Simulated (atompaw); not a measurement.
# Before and after: PAW (atompaw) potential for lead

```
Element                 : lead (Pb)
Generator               : atompaw 4.2.0.5
Type                    : PAW
Functional              : PBEsol
Relativity              : scalar-relativistic
Frozen core             : [Xe] 4f14 5d10
Valence charge          : 4
Reference configuration : 6s2 6p2
Partial waves           : 6s (bound): rc 2.05 bohr; 6s channel at 4.1 Ry: rc 2.05 bohr; 6p (bound): rc 2.05 bohr; 6p channel at 2.15 Ry: rc 2.05 bohr; 6d channel at 0.1 Ry: rc 2.05 bohr; 6d channel at 1.95 Ry: rc 2.05 bohr
Local potential         : bessel scheme, radius 1.55 bohr
Core correction         : smooth core density matched at 1.05 bohr
Augmentation charge     : sinc compensation charge, radius 1.85 bohr; PAW radius 2.05 bohr; waves and projectors: custom polynom2 7 10 vanderbiltortho
```

All-electron outer shells of the reference configuration (PBEsol, scalar-relativistic, ld1.x):

```csv
shell,level (eV),outermost node (bohr),outermost maximum (bohr)
5p,-85.81,0.49,0.88
5d,-21.16,0.52,1.07
6s,-12.10,1.01,1.95
6p,-3.52,1.18,2.63
```

Change: wave 6p (bound): rc 2.05 bohr becomes 6p (bound): rc 1.62 bohr.

Cutoffs: the cutoffs (Ry, on a coarse ladder) from which the occupation-weighted sum of valence levels, in a spherical-Bessel basis at the reference potential, stays within 10 and 1 mRy of its value at 400 Ry; they do not see the model core or the augmentation charge, which bear on the density cutoff.

Q: What does the change do?

A: The potential gets harder (15 Ry and 21 Ry → 15 Ry and 25 Ry); the bound ghosts move from d, p, s to d, s; the range in which the p phases agree narrows (upper end at the end of the scan → 1.9).

```tsv
quantity	base	changed
cutoff, loose	15 Ry	15 Ry
cutoff, tight	21 Ry	25 Ry
loose cutoff by channel (10 mRy a level)	s 6 Ry, p 15 Ry	s 6 Ry, p 12 Ry
bound ghosts	s, p, d	s, d
s: phases at 2.05 bohr within 0.05 rad from the reference energy up to (Ry; the scan ends near 5)	to the end of the scan	to the end of the scan
p: phases at 2.05 bohr within 0.05 rad from the reference energy up to (Ry; the scan ends near 5)	to the end of the scan	1.9
d: phases at 2.05 bohr within 0.05 rad from the reference energy up to (Ry; the scan ends near 5)	to the end of the scan	to the end of the scan
lowest overlap eigenvalue by channel	s 0.01, p 0.37, d 0.86	s 0.01, p 0.10, d 0.86
```

 A true bound ghost makes a file unfit for plane-wave use even where its test errors are small: the radial tests pick states by their node count and pass the ghost by. The cutoffs see the waves, projectors and local potential, not the compensation charge or the core.
